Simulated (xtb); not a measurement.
ClLi, charge -1, doublet, at a GFN2-xTB geometry (such geometries of metal compounds can be far from the true shape) (a state made from the parent by changing its charge; the spin is typed, not shown lowest); GFN1-xTB run with xtb.

Here is a job for xtb.
```
$ xtb mol.xyz --gfn 1 --chrg -1 --uhf 1 --hess --json

# file mol.xyz
2

Li    -0.00000000    -0.00000000    -2.03637724
Cl     0.00000000     0.00000000     0.35936069
```

What the program printed (banner, timings and long lists left out):

```
   ID    Z sym.   atoms
    1    3 Li     1
    2   17 Cl     2

           -------------------------------------------------
          |                Calculation Setup                |
           -------------------------------------------------

           -------------------------------------------------
          |                 G F N 1 - x T B                 |
           -------------------------------------------------

          ...................................................
          :                      SETUP                      :
          :.................................................:
          :  # basis functions                  14          :
          :  # atomic orbitals                  13          :
          :  # shells                            5          :
          :  # electrons                         9          :
          :  # halogen bonds                     0          :
          :  max. iterations                   250          :
          :  Hamiltonian                  GFN1-xTB          :
          :  restarted?                      false          :
          :  GBSA solvation                  false          :
          :  PC potential                    false          :
          :  electronic temp.          300.0000000     K    :
          :  accuracy                    1.0000000          :
          :  -> integral cutoff          0.2500000E+02      :
          :  -> integral neglect         0.1000000E-07      :
          :  -> SCF convergence          0.1000000E-05 Eh   :
          :  -> wf. convergence          0.2000000E-04 e    :
          :  Broyden damping             0.4000000          :
          :  net charge                         -1          :
          :  unpaired electrons                  1          :
          ...................................................

 iter      E             dE          RMSdq      gap      omega  full diag
   1     -4.8210165 -0.482102E+01  0.407E+00    2.59       0.0  T
   2     -4.8217648 -0.748236E-03  0.230E+00    2.57       1.0  T
   3     -4.8220944 -0.329584E-03  0.749E-02    2.54       1.0  T
   4     -4.8220946 -0.240279E-06  0.271E-02    2.54       2.6  T
   5     -4.8220946 -0.158973E-07  0.875E-04    2.54      80.8  T
   6     -4.8220946  0.395506E-11  0.371E-04    2.54     190.5  T
   7     -4.8220946 -0.724754E-11  0.359E-07    2.54  100000.0  T
   8     -4.8220946  0.444089E-14  0.328E-09    2.54  100000.0  T

[...]
         :: total energy              -4.821431875745 Eh    ::
[...]

    mode    ω/cm⁻¹     T·S(HO)/kcal·mol⁻¹    T·S(FR)/kcal·mol⁻¹   T·S(vib)
   ------------------------------------------------------------------------
       1    199.06    -0.63855 ( 99.60%)    -0.64613 (  0.40%)    -0.63858
   ------------------------------------------------------------------------

   temp. (K)  partition function   enthalpy   heat capacity  entropy
                                   cal/mol     cal/K/mol   cal/K/mol   J/K/mol
 298.15  VIB   1.62                  352.794      1.838      2.142
         ROT   409.                  592.502      1.987     13.940
         INT   663.                  945.295      3.825     16.082
         TR   0.267E+27             1481.254      4.968     37.143
         TOT                        2426.5491     8.7933    53.2254   222.6951

       T/K    H(0)-H(T)+PV         H(T)/Eh          T*S/Eh         G(T)/Eh
   ------------------------------------------------------------------------
    298.15    0.386695E-02    0.432045E-02    0.252891E-01   -0.209687E-01
   ------------------------------------------------------------------------

         :::::::::::::::::::::::::::::::::::::::::::::::::::::
         ::                  THERMODYNAMIC                  ::
         :::::::::::::::::::::::::::::::::::::::::::::::::::::
         :: total free energy          -4.842400530533 Eh   ::
         ::.................................................::
         :: total energy               -4.821431875745 Eh   ::
         :: zero point energy           0.000453502798 Eh   ::
         :: G(RRHO) w/o ZPVE           -0.021422157586 Eh   ::
         :: G(RRHO) contrib.           -0.020968654788 Eh   ::
         :::::::::::::::::::::::::::::::::::::::::::::::::::::

           -------------------------------------------------
          | TOTAL ENERGY               -4.821431875745 Eh   |
          | TOTAL ENTHALPY             -4.817111420860 Eh   |
          | TOTAL FREE ENERGY          -4.842400530533 Eh   |
          | GRADIENT NORM               0.006972289838 Eh/α |
          | HOMO-LUMO GAP               2.543675368492 eV   |
           -------------------------------------------------
########################################################################
[WARNING] Runtime exception occurred
-1- hessian_numhess: Hessian on incompletely optimized geometry!
########################################################################

normal termination of xtb
```
